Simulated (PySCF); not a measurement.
# Computed records: CH8Ge2Si

Calculation on a computer-drawn molecule: the log of a Hartree-Fock and frozen-core CCSD(T) single point meant for a local Hartree-Fock minimum, with one planted fault or none, to be diagnosed. Offsets are logged minus clean, where the clean run is the same molecule without the fault. The reference is restricted for singlets and unrestricted otherwise, and also for a bond in bohr or an excited solution. Adding or removing an electron swaps singlet and doublet. The excited solution moves the top pair (singlet) or top alpha electron (doublet) to the lowest empty orbital. Highest occupied and lowest empty are orbital energies over both spins, largest force is the largest gradient component, triples share is (T) over the correlation energy, the T1 limit is 0.02 restricted and 0.045 unrestricted, electrons count all cores, a negative frequency is imaginary (commonest isotopes), and the dipole is about the centre of nuclear charge; on germanium a core potential holds 10 electrons, which the energies leave out, and 3d is frozen in MP2 and coupled-cluster steps. Program: PySCF 2.14.0.

```xyz
12
formula=CH8Ge2Si meant_charge=0 meant_multiplicity=1 meant_basis=cc-pV(D+d)Z meant_basis_and_core_potential_on_germanium=cc-pVDZ-PP_ECP10MDF logged_electrons=92 logged_basis_functions=123 logged_SCF_converged=yes logged_spin_squared=0.9892 logged_highest_occupied=-7.894 logged_lowest_empty=1.2837 logged_largest_force=0.013858 logged_T1_diagnostic=0.044614 logged_D1_diagnostic=0.18727 logged_triples_share=0.039123 logged_CC_converged=yes logged_dipole_magnitude=1.7864 logged_SCF_stable_within_its_kind=yes logged_energy_HF=-918.04529 logged_energy_CCSD(T)=-918.5535 possible_faults=no_fault,one_electron_removed,one_electron_added,multiplicity_raised_by_two,geometry_at_a_saddle_point,SCF_held_on_an_excited_solution,minimal_basis_STO-3G,one_bond_length_entered_in_bohr,all_coordinates_scaled planted_fault=one_bond_length_entered_in_bohr,row_8_of_the_drawn_bonds HF_energy_offset_from_clean_run=62.71 CCSD(T)_energy_offset_from_clean_run=71.73
Si    -0.5292     0.2674     0.3202
C     -0.2343    -1.1817     1.1494
Ge    -1.3134    -1.6750     2.6940
Ge     1.1893    -2.3794     0.5728
H     -1.5854     1.2234     0.6949
H      0.2426     0.7089    -0.8542
H     -2.3685    -0.5941     2.9678
H     -2.0272    -3.0122     2.4496
H      0.3529    -1.9726     5.0505
H      1.9057    -1.7964    -0.6533
H      0.6204    -3.7571     0.2043
H      2.2159    -2.5789     1.6969
```

Units: logged_highest_occupied, logged_lowest_empty in eV; logged_largest_force in hartree/bohr; logged_dipole_magnitude in debye; logged_energy_HF, logged_energy_CCSD(T) in hartree; HF_energy_offset_from_clean_run, CCSD(T)_energy_offset_from_clean_run in kcal/mol.

Drawn bonds:
```tsv
atom	other atom	order
1	2	2
2	3	1
2	4	1
1	5	1
1	6	1
3	7	1
3	8	1
3	9	1
4	10	1
4	11	1
4	12	1
```
